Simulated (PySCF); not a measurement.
Gas-phase reaction: GeBr₂ + 3 H = GeH₃ + Br₂

Energies from PySCF (xtb for GFN2), thermal terms from the rigid-rotor harmonic-oscillator model, ideal gas at 1 bar. † marks an energy on the PBE0/def2-TZVP geometry and frequencies; other levels use their own. MP2 freezes the core. Open shells (unrestricted): H (multiplicity 2), GeH₃ (multiplicity 2); the rest are closed-shell singlets. GFN2 has no spin-polarisation term. Br, Ge: all electrons, no relativistic terms. GeH₃: computed as isolated molecules; such fragments, hydroxides, amides, oligomers or adducts are transient or little studied in the gas. MP2 isn't extrapolated to the basis-set limit; its ΔH°(298 K) is -274.6 kJ in def2-SVP and -291.1 kJ in def2-TZVPP. The harmonic model lacks anharmonicity and excited electronic states, which grow with temperature; levels with a mode under 35 cm⁻¹ are left out. Soft modes under 120 cm⁻¹ make the harmonic entropy rough for GeBr₂.

```tsv
level	ΔE electronic, kJ	ΔH°(298 K), kJ	ΔS°(298 K), J/K	ΔG°(1600 K), kJ
BLYP/def2-TZVP†	-354	-316	-188	24
GFN2-xTB	-386	-355	-188	-18
HF/def2-TZVP†	-253	-215	-188	125
MP2/def2-SVP†	-313	-275	-188	65
PBE/def2-SVP	-334	-297	-188	41
PBE/def2-TZVP†	-339	-301	-188	39
PBE0/def2-SVP†	-345	-307	-188	33
```
ΔH° is lowest at GFN2-xTB and highest at HF/def2-TZVP†. No reference value is set beside these.
